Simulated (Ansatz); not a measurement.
`O[SiH2][SiH](Cl)Cl` + `[OH][GeH3]` → `Cl[SiH](Cl)[O][GeH3]` + silanol at 500 K and 1 bar (cleavage of the Si–Si bond).

Isolated molecules relaxed with PBE0-D4/def2-TZVP in Ansatz; ΔE leaves out vibrations. CBS: MP2 limit from def2 TZ/QZ plus the TZ coupled-cluster correction, frozen cores. For Ge outer-core shells are correlated without core-valence functions, which leaves a few kJ/mol of doubt a bond. Scalar relativity is left out up to krypton. Each species was taken in one conformer, which may not be the lowest.

| species | CCSD(T)/CBS energy (Eh) | H − E (kJ/mol) | S (J/(mol·K)) |
| --- | --- | --- | --- |
| `O[SiH2][SiH](Cl)Cl` | -1575.43809 | 167.0 | 456.4 |
| `[OH][GeH3]` | -2153.69723 | 124.0 | 309.0 |
| `Cl[SiH](Cl)[O][GeH3]` | -3362.49847 | 158.1 | 472.7 |
| `O[SiH3]` | -366.69042 | 127.5 | 292.9 |

H − E and S are ideal-gas, rigid-rotor, harmonic terms from PBE0-D4/def2-TZVP, for one conformer and one mirror image of each species. 1 Eh = 2625.50 kJ/mol, R = 8.31446 J/(mol·K).

Task: By hand: ΔE, ΔH, ΔS and ΔG.

Result: ΔE = (-3362.49847) + (-366.69042) − (-1575.43809) − (-2153.69723) = -0.05357 Eh = -140.6 kJ/mol. Δ(H − E) = 158.1 + 127.5 − 167.0 − 124.0 = -5.4, so ΔH = -146.0 kJ/mol. ΔS = 472.7 + 292.9 − 456.4 − 309.0 = 0.2 J/(mol·K). ΔG = -146.0 − 500 × (0.2)/1000 = -146.1 kJ/mol.

Task: By hand: the equilibrium constant, and the temperature at which ΔG would vanish if ΔH and ΔS stayed fixed.

Result: log₁₀ K = −ΔG/(RT ln 10) = 15.3. ΔH and −TΔS have one sign here, so there is no such temperature.

The number of gas molecules stays the same, so ΔS is small and ΔH decides. A doubt of 5 kJ/mol in ΔE shifts log₁₀ K by 0.5 here. Other conformers and mirror images would add mixing entropy, several J/(mol·K) or more a flexible species. Modes under 60 cm⁻¹, often nearly free rotors, make the harmonic entropy too high. These are equilibria of isolated gas molecules and say nothing of rates. Largest T1 diagnostic: 0.011 (customary marks: 0.02 for closed shells, 0.045 for open ones).

ΔS is within the doubt of such terms, so its sign, and with it that verdict, could turn.
